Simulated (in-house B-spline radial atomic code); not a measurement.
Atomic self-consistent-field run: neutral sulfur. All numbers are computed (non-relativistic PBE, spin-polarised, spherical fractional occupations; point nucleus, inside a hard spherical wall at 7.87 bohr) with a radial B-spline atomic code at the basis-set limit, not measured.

Command:
```bash
python run_scf.py task.json out
```
Settings:
```
Z                16
configuration    [Ne] 3s1 3p4 3d1
hamiltonian      nr
method           pbe,pbe
spin_polarised   True
wall_radius      7.87
```

Output (hartree, bohr):
```
 radial grid: 42 intervals, B-splines of order 8, outer radius 7.87 bohr

 iter        energy (Eh)    residual
    1        -395.297299    2.39e-01
    2        -396.299308    1.18e-01
    3        -397.196891    2.23e-02
    4        -397.236268    7.10e-03
    5        -397.236631    1.94e-03
    6        -397.236836    8.22e-04
    7        -397.236892    6.90e-05
    8        -397.236892    1.92e-05
    9        -397.236892    4.92e-07
   10        -397.236892    3.71e-08

 total energy                      -397.23689
 kinetic                             396.8445
 electron-nucleus                   -943.2241
 Hartree                             174.4614
 exchange-correlation                -25.3187

 orbital      occ     eigenvalue          <r>       <r^2>       <1/r>     <1/r^2>       r_max
 1s up      1.000       -88.3093     0.097295   0.0127272     15.5575     488.859     0.06371
 1s down    1.000       -88.2910    0.0972882    0.012725     15.5582     488.887     0.06371
 2s up      1.000        -7.9162     0.480859    0.275152     3.04732      38.465      0.3899
 2s down    1.000        -7.8944     0.480564    0.274595     3.04706     38.4376      0.3901
 2p up      3.000        -5.9373     0.442848    0.245181      2.9543     12.2423      0.3262
 2p down    3.000        -5.9117     0.442427    0.244386     2.95468     12.2415      0.3265
 3s up      1.000        -0.7949      1.64437     3.12552    0.835111     4.22322       1.396
 3p up      3.000        -0.4026      1.91314     4.33245    0.708508     1.14965       1.547
 3p down    1.000        -0.2741      2.01333     4.87169    0.682076     1.08181       1.571
 3d up      1.000         0.0543      3.40337     13.6661    0.371799    0.191522       2.753
```

Cost of the run: 0.09 s on 1 thread of Arm Neoverse N1, with other jobs on the host.
